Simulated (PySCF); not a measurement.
## Exercise with solution: oscillator strength and radiative lifetime

Al(Cl)(H)(OSiH3) (AlClH4OSi), SMILES [SiH3][O][AlH][Cl].

The structure is a stationary point at B3LYP-D3(BJ)/def2-SVP. One conformer was computed; it need not be the lowest.

TDA-PBE0/def2-SVPD in PySCF 2.14.0 puts the first singlet state with f over 0.02 at 7.07 eV (vertical), with the transition dipole (0.030, 0.697, 0.000) in atomic units.

Find the oscillator strength, the wavelength and the radiative lifetime that this transition would have in vacuum if emission retraced absorption.


|μ|² = 0.4867 au, so |μ| = 1.77 D. ΔE = 7.07/27.211 = 0.2598 hartree. f = (2/3) ΔE |μ|² = 0.084 (the program prints 0.084).
λ = 1239.84/7.07 = 175 nm; ν = 57023 cm⁻¹.
Einstein's coefficient A = 0.6670 ν² f s⁻¹ (ν in cm⁻¹) = 1.8e8 s⁻¹, so τ = 1/A = 5.5 ns. This state is S5; the lower singlets have f = 0.006, 0.011, 0.006, 0.000. The figure is the radiative limit of this one transition; relaxation, internal conversion, crossing to triplets and a medium change what is measured.
